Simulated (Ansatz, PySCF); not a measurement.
1-methylcyclopentene (C₆H₁₀), SMILES C1=C(C)CCC1. Atoms are numbered in the order given.

```xyz
16

C      2.2258     0.2958    -0.0381
C      0.7407     0.1565    -0.0416
C     -0.1723     1.0912    -0.3638
C     -1.5792     0.5552    -0.3171
C     -1.4148    -0.7696     0.4597
C      0.0643    -1.1605     0.2743
H      2.5438     1.3094    -0.3234
H      2.6447     0.0693     0.9584
H      2.6917    -0.4209    -0.7381
H      0.0728     2.1107    -0.6794
H     -1.9626     0.3847    -1.3435
H     -2.2966     1.2433     0.1632
H     -2.1178    -1.5537     0.1378
H     -1.6042    -0.5822     1.5300
H      0.4933    -1.6604     1.1613
H      0.2071    -1.8647    -0.5706
```

The structure is a stationary point at r2SCAN-D4/def2-SVP. One conformer was computed; it need not be the lowest.

Two levels are set side by side: PBE-D3(BJ)/def2-SVP (Ansatz, a quantum-chemistry and plane-wave program) and r2SCAN-D4/def2-SVP (Ansatz). Each level has its own optimised geometry; the coordinates shown are those of the second. Frequencies come from the Hessian of PySCF at each geometry. Differences are taken from unrounded values.

| quantity | r2SCAN-D4 |
|---|---|
| mean bond length (Å) | 1.249 |
| bond C1–C2 (Å) | 1.492 |
| bond C2–C3 (Å) | 1.346 |
| bond C2–C6 (Å) | 1.514 |
| bond C3–C4 (Å) | 1.506 |
| bond C4–C5 (Å) | 1.544 |
| bond C5–C6 (Å) | 1.541 |
| bond C1–H7 (Å) | 1.100 |
| bond C1–H8 (Å) | 1.104 |
| bond C1–H9 (Å) | 1.105 |
| bond C3–H10 (Å) | 1.095 |
| bond C4–H11 (Å) | 1.109 |
| bond C4–H12 (Å) | 1.104 |
| bond C5–H13 (Å) | 1.101 |
| bond C5–H14 (Å) | 1.103 |
| bond C6–H15 (Å) | 1.105 |
| bond C6–H16 (Å) | 1.109 |
| highest harmonic wavenumber (cm⁻¹) | 3180 |
| mean harmonic wavenumber (cm⁻¹) | 1500 |
| zero-point energy (kcal/mol) | 90.08 |

Question: What does PBE-D3(BJ) give, and how far is it from r2SCAN-D4? (An estimate is asked for; the answer gives what the named calculation found.)

Answer: 
```
quantity                            PBE-D3(BJ)  PBE-D3(BJ) minus r2SCAN-D4
----------------------------------  ----------  --------------------------
mean bond length (Å)                     1.255                       0.006
bond C1–C2 (Å)                           1.496                       0.004
bond C2–C3 (Å)                           1.352                       0.007
bond C2–C6 (Å)                           1.518                       0.004
bond C3–C4 (Å)                           1.510                       0.003
bond C4–C5 (Å)                           1.549                       0.005
bond C5–C6 (Å)                           1.546                       0.005
bond C1–H7 (Å)                           1.107                       0.007
bond C1–H8 (Å)                           1.112                       0.008
bond C1–H9 (Å)                           1.112                       0.008
bond C3–H10 (Å)                          1.102                       0.006
bond C4–H11 (Å)                          1.116                       0.007
bond C4–H12 (Å)                          1.111                       0.007
bond C5–H13 (Å)                          1.108                       0.007
bond C5–H14 (Å)                          1.110                       0.007
bond C6–H15 (Å)                          1.112                       0.007
bond C6–H16 (Å)                          1.116                       0.007
highest harmonic wavenumber (cm⁻¹)        3116                         -64
mean harmonic wavenumber (cm⁻¹)           1463                         -37
zero-point energy (kcal/mol)             87.87                       -2.21
```
